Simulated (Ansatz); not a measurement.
`O[Si@H](Cl)C[Si@H](O)Cl` + `O[SiH2][SiH](F)Cl` → `O[Si@H](Cl)[Si@H](F)Cl` + `O[SiH2]C[SiH](O)Cl`  (redistribution)

Isolated molecules relaxed with PBE0-D4/def2-TZVP in Ansatz; ΔE leaves out vibrations. CBS: MP2 limit from def2 TZ/QZ plus the TZ coupled-cluster correction, frozen cores. DFT in def2-TZVPP. B3LYP here is the variant with VWN-RPA as its local correlation; programs differ in this. Each species was taken in one conformer, which may not be the lowest.

| level | ΔE (kJ/mol) | difference from CCSD(T)/CBS |
| --- | --- | --- |
| PBE-D4 | -0.2 | -0.8 |
| r2SCAN-D4 | 0.9 | 0.3 |
| PBE0-D4 | 0.6 | 0.0 |
| B3LYP-D4 | -0.7 | -1.3 |
| ωB97X-V | 0.6 | 0.0 |
| ωB97M-V | 0.7 | 0.1 |
| B2PLYP | -0.2 | -0.8 |
| PBE | 0.1 | -0.5 |
| r2SCAN | 0.8 | 0.2 |
| PBE0 | 0.7 | 0.1 |
| B3LYP | -0.2 | -0.8 |
| HF/def2-TZVPP | 0.2 | -0.4 |
| MP2/def2-TZVPP | 0.0 | -0.6 |
| SCS-MP2/def2-TZVPP | -0.5 | -1.1 |
| CCSD/def2-TZVPP | 0.6 | 0.0 |
| CCSD(T)/def2-TZVPP | 0.5 | -0.1 |
| HF/def2-QZVPP | 0.3 | -0.3 |
| MP2/def2-QZVPP | 0.1 | -0.5 |
| SCS-MP2/def2-QZVPP | -0.4 | -1.0 |
| HF/CBS(def2) | 0.3 | -0.3 |
| MP2/CBS(def2) | 0.1 | -0.5 |
| CCSD/CBS(def2) | 0.7 | 0.1 |
| CCSD(T)/CBS | 0.6 | 0 |

Largest T1 diagnostic among the species: 0.012.
